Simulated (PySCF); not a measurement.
# MP for M along group 14

PBE0 with triple-zeta basis sets in PySCF, for the lowest determinant that a PBE0 search found; no spin–orbit coupling. De refers to high-spin ground-configuration atoms. A positive dipole means M(−)P(+).

```csv
M,basis,state (unpaired electrons),Re (Å),ωe (cm⁻¹),De (eV),μ (D)
Si,def2-TZVPP,doublet (π ↑),2.070,641,3.69,-0.94
Ge,x2c-TZVPPall,doublet (π ↑),2.143,498,3.31,-1.34
Sn,x2c-TZVPPall,doublet (π ↑),2.337,424,2.85,-2.23
Pb,x2c-TZVPPall,doublet (π ↑),2.401,385,2.63,-2.82
```

**Question.** By what factor does the harmonic wavenumber vary along the series?

**Answer.** At PBE0 it runs from 385 cm⁻¹ (PPb) to 641 cm⁻¹ (SiP), a factor of 1.66.

The rows differ in basis set, which adds steps of its own.

Down a group the atoms grow and get heavier, so bonds lengthen and wavenumbers fall; this series shows no clear exception.

Spin–orbit coupling is left out, which matters for elements this heavy, above all for dissociation energies. States were picked by a PBE0 search and need not be the measured ground states.
